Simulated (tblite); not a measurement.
C₃H₅F₂OS (doublet state).
SMILES with atom numbers: `[O:1]=[S@@:2]([CH:3][CH2:4][F:5])[CH2:6][F:7]` (hydrogens: H8 on C3; H9, H10 on C4; H11, H12 on C6)

Geometry (GFN2-xTB, Å), atoms numbered from 1 in this order:
```xyz
12
C3H5F2OS angstrom
O      0.1827   -1.7434   -0.8963
S      0.4673   -0.3291   -1.1103
C     -0.6151    0.5911   -0.0999
C     -1.8351   -0.0327    0.4304
F     -2.9754    0.6632    0.0820
C      2.0549   -0.0327   -0.0843
F      2.3100    1.2941   -0.0136
H     -0.5898    1.6574   -0.2410
H     -1.8293   -0.0523    1.5321
H     -1.9409   -1.0577    0.0551
H      1.8930   -0.4287    0.9189
H      2.8789   -0.5296   -0.5992
```

Level: GFN2-xTB in tblite, geometry and Hessian alike; calculated harmonic values, unscaled, isolated species. This tight-binding method is rough: wavenumbers can miss measured ones by several per cent, in bad cases by 10 to 20. One conformer, not necessarily the lowest. Open shells enter through the occupations alone, without spin polarisation, and single modes of such species can be off by tens of per cent.

Harmonic wavenumbers (cm⁻¹): 49.9, 67.1, 70.1, 147.7, 195.7, 278.7, 311.4, 384.1, 452.6, 536.9, 607.7, 734.8, 799.3, 907.6, 976.3, 1082.3, 1108.8, 1134.8, 1139.0, 1147.2, 1179.5, 1211.8, 1307.0, 1392.6, 1399.0, 2847.2, 2928.9, 2976.6, 2989.9, 3125.3.

A = 3612, B = 1210, C = 981.7 MHz; mass 127.003 u (most abundant isotopes); point group C1, symmetry number 1; spin multiplicity 2.

Question: Zero-point energy?

Answer: ½Σν̃ = 16745 cm⁻¹ = 47.88 kcal/mol.

Question: Give the ideal-gas entropy at 400 K and 1 bar in the rigid-rotor, harmonic-oscillator model (classical rotation).

Answer: Translation 41.92, rotation 29.58, vibration 32.41, spin (R ln 2) 1.38: S = 105.3 cal/(mol K).

Question: And Cp and H(400 K) − H(0)?

Answer: Cp = 36.41 cal/(mol K), of which vibrations give 28.46 (their classical limit is 30 R = 59.6); H(400 K) − H(0) = 9.47 kcal/mol without the zero-point energy, 6.29 from vibrations.

Question: How do the functions run with temperature in this model?

Answer: 
| T (K) | S (cal/(mol K)) | Cp (cal/(mol K)) | H − H(0) (kcal/mol) | G − H(0) (kcal/mol) | ln q(vib) |
| --- | --- | --- | --- | --- | --- |
| 100 | 70.4 | 17.5 | 1.29 | -5.75 | 1.83 |
| 200 | 84.7 | 24.2 | 3.38 | -13.55 | 4.20 |
| 300 | 95.7 | 30.5 | 6.12 | -22.58 | 6.36 |
| 500 | 113.9 | 41.2 | 13.36 | -43.61 | 10.33 |
| 800 | 135.6 | 50.7 | 27.30 | -81.19 | 15.62 |
| 1000 | 147.3 | 54.5 | 37.84 | -109.51 | 18.77 |

q(vib) and H(0) count from the zero-point level.

Question: Which modes carry the vibrational entropy at 400 K?

Answer: 49.9 cm⁻¹: 5.40; 67.1 cm⁻¹: 4.82; 70.1 cm⁻¹: 4.73; 147.7 cm⁻¹: 3.27; 195.7 cm⁻¹: 2.73; 278.7 cm⁻¹: 2.06 cal/(mol K); the other 24 give 9.40 together.

Question: Blend soft modes into free rotors: weight 1/[1 + (100 cm⁻¹/ν̃)⁴] for the oscillator and the rest for a rotor with moment μB/(μ + B), μ = h/(8π²ν), B = 10⁻⁴⁴ kg m². What vibrational entropy results?

Answer: 28.79 cal/(mol K) in place of 32.41, which changes −T·S at 400 K by +1.45 kcal/mol.

Question: What must be added to the electronic energy to get the Gibbs energy at 400 K and 1 bar?

Answer: ZPE + [H(400 K) − H(0)] − T·S = 47.88 + 9.47 − 42.11 = 15.24 kcal/mol.

Hindered rotation and anharmonicity are outside this model. Other conformers, if any are populated, would add a mixing term that is left out. The structure is chiral; the term R ln 2 for an equal mix with its mirror image is left out.
